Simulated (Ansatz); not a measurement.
Consider the ligand exchange at the Si–C bond: `O/C=C(\Cl)[SiH2]O` + `OC=S` → `O[SiH2]OC=S` + `O/C=C\Cl`.

Gas-phase electronic energies from Ansatz, PBE0-D4/def2-TZVP geometries. CCSD(T)/CBS is the MP2 limit (def2-TZVPP, def2-QZVPP) plus CCSD(T) − MP2 in def2-TZVPP, frozen cores. This one scheme is used for every species. Double bonds are as drawn, so ΔE can hold a change between cis and trans. DFT in def2-TZVPP. B3LYP here is the variant with VWN-RPA as its local correlation; programs differ in this. Each species was taken in one conformer, which may not be the lowest.

| level | ΔE (kcal/mol) | difference from CCSD(T)/CBS |
| --- | --- | --- |
| PBE-D4 | -16.2 | 3.2 |
| r2SCAN-D4 | -18.4 | 1.0 |
| PBE0-D4 | -17.5 | 1.9 |
| ωB97M-V | -19.2 | 0.2 |
| B2PLYP | -20.5 | -1.1 |
| PBE | -16.8 | 2.6 |
| B3LYP | -20.5 | -1.1 |
| HF/def2-TZVPP | -23.9 | -4.5 |
| MP2/def2-TZVPP | -19.7 | -0.3 |
| SCS-MP2/def2-TZVPP | -20.6 | -1.2 |
| CCSD/def2-TZVPP | -20.6 | -1.2 |
| CCSD(T)/def2-TZVPP | -19.8 | -0.4 |
| HF/def2-QZVPP | -24.1 | -4.7 |
| SCS-MP2/def2-QZVPP | -20.4 | -1.0 |
| MP2/CBS(def2) | -19.2 | 0.2 |
| CCSD/CBS(def2) | -20.2 | -0.8 |
| CCSD(T)/CBS | -19.4 | 0 |

Largest T1 diagnostic among the species: 0.018.

In def2-TZVPP, CCSD(T) changes the Hartree–Fock value by +4.0 kcal/mol (the triples alone add +0.8 kcal/mol) and MP2 by +4.2 kcal/mol. From PBE to PBE0 (25 % exact exchange), in def2-TZVPP and without D4, ΔE moves by −1.2 kcal/mol. The D4 term adds +1.0 kcal/mol with B3LYP and +0.5 kcal/mol with PBE0; it sums over pairs of atoms, weighted by their polarisabilities, and B3LYP, whose exchange is more repulsive, gets the larger term.
